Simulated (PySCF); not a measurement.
VOCl₂, SMILES [Cl][V]([Cl])=[O] (connectivity only; charge and spin as stated), neutral, multiplicity 2.

The structure is a stationary point at ωB97X-D3(BJ)/def2-SVP. The spin state was assumed, not searched. The isomer is the one that the SMILES or the coordinates give; other isomers of the formula were not compared.

Two levels are set side by side: PBE/def2-TZVPD (PySCF) and CAM-B3LYP/def2-TZVPD (PySCF). Same geometry, gas phase. Differences are taken from unrounded values.

```json
[
 {"quantity": "α-spin orbital gap (eV)", "CAM-B3LYP": "7.16", "PBE": "0.94", "PBE minus CAM-B3LYP": "-6.22"},
 {"quantity": "β-spin orbital gap (eV)", "CAM-B3LYP": "8.23", "PBE": "3.22", "PBE minus CAM-B3LYP": "-5.01"},
 {"quantity": "dipole moment (D)", "CAM-B3LYP": "0.12", "PBE": "0.27", "PBE minus CAM-B3LYP": "0.14"},
 {"quantity": "mean polarisability (bohr³)", "CAM-B3LYP": "62.9", "PBE": "67.5", "PBE minus CAM-B3LYP": "4.7"}
]
```

PBE's more diffuse valence density responds more strongly to a field. Differences between two approximate levels are no errors against the true value.

Rough cost on one machine, each run with all the roots and properties that it gave: CAM-B3LYP against PBE within a factor of 2.
